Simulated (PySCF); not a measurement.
# Argon: a sound run and one with changed settings

Sound run: Ar²⁺ [Ne] 3s2 3p4, Ar³⁺ [Ne] 3s2 3p3. Calculation: PySCF 2.14, in jorge-DZP-DKH; the spin-free X2C one-electron Hamiltonian (Gaussian nucleus). In the sound run the correlated levels freeze [Ne]. The sound run starts from symmetry-adapted Hartree-Fock orbitals and uses a fine grid where one is needed.

Changed run: basis STO-3G, all-electron and non-relativistic. This setting is unsound on purpose.

```csv
species,method,sound run (hartree),changed run (hartree),converged
Ar²⁺,UHF,-527.10425,-519.70618,yes
Ar²⁺,B3LYP,-527.77116,-520.23596,yes
Ar²⁺,PBE0,-527.59798,-520.10102,yes
Ar²⁺,MP2,-527.20067,-519.70618,yes
Ar³⁺,UHF,-525.66051,-518.16092,yes
Ar³⁺,B3LYP,-526.27149,-518.62874,yes
Ar³⁺,PBE0,-526.10411,-518.49793,yes
Ar³⁺,MP2,-525.73758,-518.16092,yes
```

Ionisation energy of Ar²⁺:

| method | sound run (eV) | changed run (eV) |
| --- | --- | --- |
| UHF | 39.286 | 42.049 |
| B3LYP | 40.808 | 43.735 |
| PBE0 | 40.650 | 43.622 |
| MP2 | 39.813 | 42.049 |
| SCS-MP2 | 39.843 | 42.049 |

A minimal basis cannot let orbitals breathe on ionisation and holds almost no correlation. The Hamiltonian changed with the basis, so the totals do not compare.

For comparison, NIST gives 40.735 ± 0.012 eV between the lowest levels.
